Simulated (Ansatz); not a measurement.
```yaml
crystal:
  periodic: [false, false, false]
  atoms:
    - {symbol: C, position_ang: [-0.775180, 1.437376, -0.502886]}
    - {symbol: B, position_ang: [-0.042428, 0.166084, -0.032383]}
    - {symbol: C, position_ang: [0.170679, -0.916373, 1.023391]}
    - {symbol: C, position_ang: [0.924091, -0.979621, -0.324052]}
    - {symbol: H, position_ang: [-1.686954, 1.082437, -1.006692]}
    - {symbol: H, position_ang: [-1.107929, 2.086162, 0.309896]}
    - {symbol: H, position_ang: [-0.223887, 2.018176, -1.245274]}
    - {symbol: H, position_ang: [-0.594220, -1.667259, 1.203508]}
    - {symbol: H, position_ang: [0.756988, -0.704324, 1.913779]}
    - {symbol: H, position_ang: [1.997272, -0.808075, -0.303808]}
    - {symbol: H, position_ang: [0.646866, -1.771584, -1.014878]}
basis:
  gaussian: {orbitals: "6-311G**"}
total_charge: -1
magnetization: {spin_polarized: true, initial_magnetization: 1}
hamiltonian: {xc: {name: r2SCAN0}, dispersion: d4}
```

```sh
$ ansatz run in.yaml --threads 2 --pin off --events-out ev --progress --plain --max-ram 4352MiB
```

(1) How does Ansatz answer? (An estimate is asked.)

Answers

(1) Computed: The program refused the input.
```
Error: <dir> can't be read: No such file or directory (os error 2)
```
